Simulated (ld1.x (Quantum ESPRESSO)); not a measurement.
**Mo, TM: configuration errors across variants**

molybdenum (Mo), norm-conserving Troullier–Martins (Kleinman–Bylander form), made with ld1.x (Quantum ESPRESSO) 7.5 (PBE, scalar-relativistic). Core [Ar] 3d10, reference 4s2 4p6 4d6 5s0 5p0. Waves: 4p (bound): rc 1.35 bohr; 4d (bound): rc 2.10 bohr; 4s (bound): rc 1.70 bohr. Local part: the s channel. Core correction: Bessel-smoothed model core inside 0.95 bohr.

All-electron excitation energies from the reference (eV): (1) 4s2 4p6 4d5 5s1 5p0 -0.763; (2) 4s2 4p6 4d5 5s0 5p0 6.127; (3) 4s2 4p6 4d4 5s0 5p0 21.589; (4) 4s2 4p6 4d4 5s1 5p0 7.301; (5) 4s2 4p6 4d5 5s0 5p1 2.378; (6) 4s2 4p6 4d2 5s0 5p0 87.838; (7) 4s2 4p6 4d4 5s2 5p0 -0.564.

2 further variants failed, have other tests or another functional or relativity, and are left out.

Errors AE − PS in meV (a dash: test not solved or not reliable):

| change | (1) | (2) | (3) | (4) | (5) | (6) | (7) | bound ghosts |
| --- | --- | --- | --- | --- | --- | --- | --- | --- |
| base | +832 | +7.2 | +48 | +1276 | +129 | +314 | +1971 | none |
| core correction Bessel-smoothed model core inside 1.58 bohr | +837 | +7.2 | +48 | +1287 | +129 | +308 | +1996 | none |
| all radii but the core radius scaled by about 1.38 (s 2.34, p 1.86, d 2.90 bohr) | +3219 | +51 | +303 | +4452 | +591 | +1612 | +7088 | not determined |
| wave 4d (bound): rc 2.10 bohr becomes 4d (bound): rc 1.46 bohr | +833 | +8.1 | +53 | +1279 | +130 | +324 | +1974 | none |

**Question.** Give the same row for: wave 4s (bound): rc 1.70 bohr becomes 4s (bound): rc 2.04 bohr.

**Answer.** +2049, +27, +175, +2970, +314, +927, +4645; bound ghosts: not determined.
